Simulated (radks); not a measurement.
Results of a calculation; reference values are marked as such.
Task: Isoelectronic series with 3 electrons, all held in the configuration [He] 2s1, which need not be the ground one along the series. Code: a radial shooting solver on a logarithmic mesh with Libxc functionals. Model: scalar-relativistic Kohn-Sham, PBE, spin-polarised, spherical densities, finite nucleus; open shells are filled with parallel spins first (spin-orbit coupling, left out, can overturn this in heavy ions); Fermi nuclear charge, rms radius of each element as measured or else 0.836 A^(1/3) + 0.57 fm. Total energies (hartree) and mean radii <r> (bohr):

ion    E (hartree)   2s up  1s down    1s up
Li        -7.46301   3.790   0.5815   0.5819
C3+      -34.74607   1.272   0.2692   0.2693
F6+      -82.34170  0.7741   0.1749   0.1749
Mg9+    -150.31645  0.5567   0.1294   0.1294
P12+    -238.77261  0.4345   0.1026   0.1026
Ar15+   -347.84451  0.3560  0.08493  0.08495
Sc18+   -477.69929  0.3013  0.07239  0.07240
Cr21+   -628.53796  0.2610  0.06302  0.06303
Co24+   -800.59691  0.2299  0.05575  0.05576
Zn27+   -994.14986  0.2053  0.04994  0.04995
As30+  -1209.50977  0.1853  0.04518  0.04519
Kr33+  -1447.03257  0.1687  0.04121  0.04122
Rh42+  -2296.82522  0.1322  0.03244  0.03244
Cd45+  -2627.50612  0.1230  0.03023  0.03023
Sb48+  -2982.88207  0.1150  0.02827  0.02827

Estimate the row of Mo39+.

Result: E (hartree) -1990.21482; 2s up 0.1426; 1s down 0.03495; 1s up 0.03496.
